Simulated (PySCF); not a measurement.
**C₆ coefficients of unlike pairs at HSE06**

Calculated with PySCF 2.14 from the dipole response of each species, C₆(A,B) = (3/π) ∫ α_A(iu) α_B(iu) du, in atomic units, from isotropic polarisabilities. For ions this is the dispersion term alone; charge-induced terms of lower order in 1/R come first.

```tsv
species	configuration	basis	relativity	α (bohr³)	C₆ (like pair)
Ga⁺	[Ar] 3d10 4s2 (1S)	def2-QZVPPD (12s7p5d4f1g)	none	19.09	98.31
S²⁺	[Ne] 3s2 3p2 (3P)	aug-cc-pCVTZ-DK (8s7p5d3f)	spin-free X2C	7.258	26.28
Zn	[Ar] 3d10 4s2 (1S)	def2-QZVPPD (11s6p5d4f2g)	none	42.41	315.6
Ge³⁺	[Ar] 3d10 4s1 (2S)	aug-cc-pVQZ-PP with ECP10MDF (7s6p5d3f2g)	core potential	6.085	13.62
```

(1) Estimate C₆ for Zn with Ga⁺.

No spin-orbit coupling is included.

The other pairs:

```tsv
pair	C₆
Ge³⁺, S²⁺	18.76
S²⁺, Ga⁺	49.15
Ge³⁺, Zn	62.07
Zn, S²⁺	82.51
Ge³⁺, Ga⁺	36.20
```

## Answers

(1) The integral gives 172.9. The combination rule 2 C_A C_B / (C_A α_B/α_A + C_B α_A/α_B) gives 172.1 and the geometric mean 176.1.
